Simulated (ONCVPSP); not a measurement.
# Sr, ONCV: configuration errors across variants

```
Element                 : strontium
Generator               : ONCVPSP 4.0.1
Type                    : optimised norm-conserving Vanderbilt (ONCV)
Functional              : PBE
Relativity              : fully relativistic
Frozen core             : [Ar] 3d10
Valence charge          : 10
Reference configuration : 4s2 4p6 5s1 5p1
Partial waves           : 4s+5s: rc 2.60 bohr, ncon 4, nbas 7, qcut 4.5 1/bohr, 2 projectors; 4p+5p: rc 2.15 bohr, ncon 4, nbas 7, qcut 7.9 1/bohr, 2 projectors; d scattering state at 0.16 Ha: rc 2.25 bohr, ncon 3, nbas 8, qcut 3.7 1/bohr, 2 projectors, debl 0.8 Ha
Local potential         : polynomial inside 2.10 bohr (lpopt 5, dvloc0 3 Ha)
Core correction         : Teter function, fcfact 6, rcfact 1.6
```

Open shells are filled in proportion to 2j + 1.

In the d channel the program set the typed energies aside and used 0.050, 0.850 Ha (j = l + 1/2; the other j can differ).

All-electron excitation energies from the reference (eV): (1) 4s2 4p6 5s2 5p0 -2.298; (2) 4s2 4p6 5s1 5p0 3.587; (3) 4s2 4p6 5s0 5p0 14.593; (4) 4s2 4p6 5s0 5p2 2.406.

2 further variants failed, have other tests or another functional or relativity, and are left out.

A true bound ghost makes a file unfit for plane-wave use even where its test errors are small: the radial tests pick states by their node count and pass the ghost by.

Errors AE − PS in meV (a dash: test not solved or not reliable):

```tsv
change	(1)	(2)	(3)	(4)	bound ghosts	GHOST(+) flags above zero
base	-0.7	0.0	-1.9	-1.0	none	none
s: qcut 6; p: qcut 10.6; d: qcut 4.9	-0.6	0.0	-1.6	-0.8	none	none
d: qcut 2.2	-0.7	0.0	-1.9	-1.0	none	none
p: rc 1.78; local potential polynomial inside 1.78 bohr (lpopt 5, dvloc0 3 Ha)	-0.8	0.0	-2.0	-1.1	p3/2	p1/2
```

Problem. Give the same row for: core correction Teter function, fcfact 6, rcfact 0.96.

Solution. -0.4, +0.1, -1.1, -0.6; bound ghosts: none; GHOST(+) flags above zero: none.
